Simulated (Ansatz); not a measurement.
```yaml
crystal:
  periodic: [false, false, false]
  atoms:
    - {symbol: C, position_ang: [-2.796738, 1.545611, -0.239996]}
    - {symbol: O, position_ang: [-1.749708, 0.609390, -0.088234]}
    - {symbol: Y, position_ang: [-0.103620, -0.560418, 0.160491]}
    - {symbol: N, position_ang: [-0.512800, -2.721610, 0.687418]}
    - {symbol: O, position_ang: [1.769641, -0.029723, -0.055644]}
    - {symbol: C, position_ang: [3.091691, 0.396794, -0.267955]}
    - {symbol: H, position_ang: [-3.421110, 1.512676, 0.631777]}
    - {symbol: H, position_ang: [-3.299428, 1.429324, -1.130373]}
    - {symbol: H, position_ang: [-2.323011, 2.580599, -0.267919]}
    - {symbol: H, position_ang: [-1.372571, -3.050547, 0.835106]}
    - {symbol: H, position_ang: [0.198098, -3.318269, 0.815065]}
    - {symbol: H, position_ang: [3.315193, 0.710012, -1.337267]}
    - {symbol: H, position_ang: [3.843243, -0.401641, -0.040857]}
    - {symbol: H, position_ang: [3.400221, 1.332089, 0.326304]}
basis:
  gaussian: {orbitals: cc-pVTZ-DK, fitting: {mean_field: cc-pVTZ-jkfit}}
magnetization: {spin_polarized: true, initial_magnetization: 0}
hamiltonian: {xc: {name: wB97X-V}}
accuracy: high
scf: {lower_state_search: off}
output: {forces: true}
```

```sh
$ ansatz run in.yaml --threads 4 --pin off --events-out ev --progress --plain --max-ram 11315MiB
```

Task: How does Ansatz answer? (Estimate.)

Result: Ansatz gave: The program refused the input.
```
Functional definition: wB97X-V
Error: <dir> the basis set cc-pVTZ-JKFIT has no functions for Y
```
